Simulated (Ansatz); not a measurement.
Reaction (formal exchange of groups at the Sn–H bond): `B[CH2][SnH3]` + `CC(Cl)I` → `B[CH2][SnH2][CH3]` + `ClCI`

Computed with Ansatz on PBE0-D4/def2-TZVP structures; ΔE is electronic, products minus reactants. CBS: MP2 limit from def2 TZ/QZ plus the TZ coupled-cluster correction, frozen cores. Functionals use def2-TZVPP. def2 core potentials past Kr. For I, Sn outer-core shells are correlated without core-valence functions, which leaves a few kJ/mol of doubt a bond. One conformer a species, not always the lowest.

```csv
level,ΔE (kJ/mol)
ωB97M-V,-13.5
SCS-MP2/def2-TZVPP,-15.0
```

(1) What does CCSD(T)/CBS give? (Estimate.)

Largest T1 diagnostic among the species: 0.012.

Answers

(1) The calculation gave: -18.0 kJ/mol. The listed levels differ from it by 4.5, 3.0 kJ/mol.
